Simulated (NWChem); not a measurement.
Species: C₂H₅ITe; SMILES CC[Te]I

```xyz
9

Te     0.6437     1.0558    -0.0396
I     -0.0075    -1.5805     0.0068
C     -1.2963     1.7920     0.5969
C     -2.4230     1.5659    -0.3861
H     -1.0952     2.8638     0.7651
H     -1.4891     1.3353     1.5780
H     -2.5822     0.4929    -0.5728
H     -2.2247     2.0514    -1.3530
H     -3.3643     1.9763     0.0167
```
Atoms are numbered in this order, from 1.

Program: NWChem. Medium grid unless said otherwise, to which SCAN and Minnesota functionals are sensitive. Coordinates come from a PBE0/def2-SVP optimisation. Not confirmed as a minimum by frequencies. def2 effective core potentials on Te, I; no spin-orbit coupling. Total energies of different functionals are on different scales.

```csv
level,energy (Ha),highest occupied level (eV),orbital gap (eV),dipole (D)
B3LYP/def2-SVP,-645.0874,-5.74,3.02,2.15
PBE/def2-SVP,-644.7692,…,1.63,2.10
"LDA (Slater exchange, PW92)/def2-SVP",-643.3356,-5.04,1.53,2.17
N12/def2-SVP,-646.3640,-4.60,1.61,1.98
M05-2X/def2-SVP,-644.7856,-7.35,5.52,2.66
KT2/def2-SVP,-649.5251,-4.97,1.59,2.10
B97-D/def2-SVP,-645.8458,-4.87,1.62,2.14
```

Task: Some entries are withheld; supply them.

Result: 
- PBE/def2-SVP, highest occupied level (eV): -4.91
